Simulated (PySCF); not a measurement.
GeH₄N (calculated)

Calculation on a computer-drawn molecule: vertical ionisation energy to the stated ion spin, frozen-core CCSD(T) at the basis limit and cheaper methods, single-reference cases, UHF for radicals, no spin-orbit; all values are single points at the evaluated structure, the first of each entry, which is the reference or a displaced copy of it and isn't optimised; the reference structure only sets the zero of the energies above reference; triples share is (T) over the correlation energy; on germanium a core potential holds 10 electrons, which the energies leave out, and 3d is frozen in MP2 and coupled-cluster steps. Program: PySCF 2.14.0.

Common to all runs: charge 1; multiplicity 1; ion multiplicity 2; diffuse functions no; basis cc-pVnZ; basis and core potential on germanium cc-pVnZ-PP ECP10MDF; reference is the Hartree-Fock double-zeta minimum; best is HF at quadruple zeta + MP2 correlation extrapolated from triple and quadruple zeta + CCSD(T) minus MP2 at triple zeta; basis step is the size of the change from the same recipe one zeta lower.

(1) GeH₄N

Evaluated structure:
```xyz
6
GeH4N
N      0.8629    -0.6410     3.0338
Ge    -0.5912    -0.4494     2.1535
H      1.2666     0.0784     3.6136
H      1.4700    -1.6257     3.0299
H     -1.2924     0.8728     2.2582
H     -1.0837    -1.6213     1.3373
```

Reference structure:
```xyz
6
GeH4N
N      0.8637    -0.6379     3.0296
Ge    -0.6108    -0.4490     2.1542
H      1.2665     0.0896     3.5963
H      1.4044    -1.4864     3.0242
H     -1.3109     0.8774     2.2576
H     -1.0923    -1.6239     1.3493
```

```
ionisation energy best                    : 17.36 eV
ionisation energy basis step              : 0.02004 eV
energy above reference best               : 8.494 kcal/mol
energy above reference basis step         : 0.08754 kcal/mol
ionisation energy Koopmans at triple zeta : 17.96 eV
ionisation energy EOM CCSD at triple zeta : 17.21 eV
total energy HF triple zeta               : -349.9183 hartree
total energy CCSD(T) triple zeta          : -350.2730 hartree
total energy best                         : -350.3157 hartree
T1 diagnostic at triple zeta              : 0.01731
D1 diagnostic at triple zeta              : 0.0545
ion T1 diagnostic at triple zeta          : 0.009565
ion D1 diagnostic at triple zeta          : 0.0247
ion spin squared at triple zeta           : 0.7607
triples share at triple zeta              : 0.03616
basis functions triple zeta               : 125
```

Drawn bonds:
```
atom  other atom  order
   1           2      1
   1           3      1
   1           4      1
   2           5      1
   2           6      1
```

Triple zeta:
```
 method  ionisation energy (eV)  energy above reference (kcal/mol)
     HF                   15.51                              10.72
    PBE                    17.4                              7.197
 r2SCAN                   17.21                              8.161
  B3LYP                   17.32                              8.224
  wB97X                   17.22                              8.618
    MP2                   17.34                              8.479
   CCSD                   17.08                              8.697
CCSD(T)                   17.23                              8.378
```

(2) GeH₄N

Evaluated structure:
```xyz
6
GeH4N
N      0.8629    -0.6410     3.0338
Ge    -0.5912    -0.4494     2.1535
H      1.2666     0.0784     3.6136
H      1.5020    -1.6776     3.0297
H     -1.2924     0.8728     2.2582
H     -1.0837    -1.6213     1.3373
```

Reference structure:
```xyz
6
GeH4N
N      0.8637    -0.6379     3.0296
Ge    -0.6108    -0.4490     2.1542
H      1.2665     0.0896     3.5963
H      1.4044    -1.4864     3.0242
H     -1.3109     0.8774     2.2576
H     -1.0923    -1.6239     1.3493
```

```
ionisation energy best                    : 17.29 eV
ionisation energy basis step              : 0.01869 eV
energy above reference best               : 15 kcal/mol
energy above reference basis step         : 0.1318 kcal/mol
ionisation energy Koopmans at triple zeta : 17.9 eV
ionisation energy EOM CCSD at triple zeta : 17.14 eV
total energy HF triple zeta               : -349.9061 hartree
total energy CCSD(T) triple zeta          : -350.2626 hartree
total energy best                         : -350.3053 hartree
T1 diagnostic at triple zeta              : 0.01765
D1 diagnostic at triple zeta              : 0.05552
ion T1 diagnostic at triple zeta          : 0.01007
ion D1 diagnostic at triple zeta          : 0.02553
ion spin squared at triple zeta           : 0.7621
triples share at triple zeta              : 0.03673
basis functions triple zeta               : 125
```

Drawn bonds:
```
atom  other atom  order
   1           2      1
   1           3      1
   1           4      1
   2           5      1
   2           6      1
```

Triple zeta:
```
 method  ionisation energy (eV)  energy above reference (kcal/mol)
     HF                   15.43                              18.38
    PBE                   17.32                              13.21
 r2SCAN                   17.14                              14.61
  B3LYP                   17.24                              14.65
  wB97X                   17.14                              15.37
    MP2                   17.27                              15.06
   CCSD                   17.01                              15.35
CCSD(T)                   17.15                              14.86
```

(3) GeH₄N

Evaluated structure:
```xyz
6
GeH4N
N      0.8629    -0.6410     3.0338
Ge    -0.5912    -0.4494     2.1535
H      1.2666     0.0784     3.6136
H      1.5225    -1.7108     3.0296
H     -1.2924     0.8728     2.2582
H     -1.0837    -1.6213     1.3373
```

Reference structure:
```xyz
6
GeH4N
N      0.8637    -0.6379     3.0296
Ge    -0.6108    -0.4490     2.1542
H      1.2665     0.0896     3.5963
H      1.4044    -1.4864     3.0242
H     -1.3109     0.8774     2.2576
H     -1.0923    -1.6239     1.3493
```

```
ionisation energy best                    : 17.25 eV
ionisation energy basis step              : 0.01768 eV
energy above reference best               : 19.64 kcal/mol
energy above reference basis step         : 0.1564 kcal/mol
ionisation energy Koopmans at triple zeta : 17.87 eV
ionisation energy EOM CCSD at triple zeta : 17.09 eV
total energy HF triple zeta               : -349.8974 hartree
total energy CCSD(T) triple zeta          : -350.2552 hartree
total energy best                         : -350.2979 hartree
T1 diagnostic at triple zeta              : 0.01788
D1 diagnostic at triple zeta              : 0.05618
ion T1 diagnostic at triple zeta          : 0.0105
ion D1 diagnostic at triple zeta          : 0.02606
ion spin squared at triple zeta           : 0.7634
triples share at triple zeta              : 0.0371
basis functions triple zeta               : 125
```

Drawn bonds:
```
atom  other atom  order
   1           2      1
   1           3      1
   1           4      1
   2           5      1
   2           6      1
```

Triple zeta:
```
 method  ionisation energy (eV)  energy above reference (kcal/mol)
     HF                   15.37                              23.81
    PBE                   17.28                              17.56
 r2SCAN                   17.09                              19.22
  B3LYP                   17.19                              19.26
  wB97X                   17.09                              20.21
    MP2                   17.23                              19.77
   CCSD                   16.96                              20.11
CCSD(T)                   17.11                               19.5
```
